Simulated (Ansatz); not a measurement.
Start from `FBO[SiH3]` and change one atom or group to get `FB(F)O[SiH3]`.

Ansatz, PBE0-D4/def2-TZVP geometries, multiplicity 1. Each molecule was computed in one conformer, which needn't be the lowest.

| property | `FBO[SiH3]` |
| --- | --- |
| HOMO–LUMO gap (PBE0/def2-TZVPP) / eV | 9.47 |
| LUMO energy (ωB97M-V/def2-TZVPP) / eV | 1.69 |
| LUMO energy (PBE/def2-TZVPP) / eV | -0.88 |
| HOMO energy (PBE/def2-TZVPP) / eV | -7.92 |
| HOMO–LUMO gap (B3LYP/def2-TZVPP) / eV | 9.03 |
| size of the dipole moment (ωB97M-V/def2-TZVPP) / D | 1.81 |

Q: What does the change do to each property? (Best estimate.)

A: The calculation gave: 
```
                                          property  `FB(F)O[SiH3]`  shift
              HOMO–LUMO gap (PBE0/def2-TZVPP) / eV            9.44  -0.03
             LUMO energy (ωB97M-V/def2-TZVPP) / eV            1.35  -0.34
                 LUMO energy (PBE/def2-TZVPP) / eV           -1.08  -0.20
                 HOMO energy (PBE/def2-TZVPP) / eV           -8.22  -0.30
             HOMO–LUMO gap (B3LYP/def2-TZVPP) / eV            8.98  -0.05
size of the dipole moment (ωB97M-V/def2-TZVPP) / D            1.72  -0.09
```

Dipoles are sizes alone; their direction can turn.

B3LYP here is the variant with VWN-RPA as its local correlation; programs differ in this.
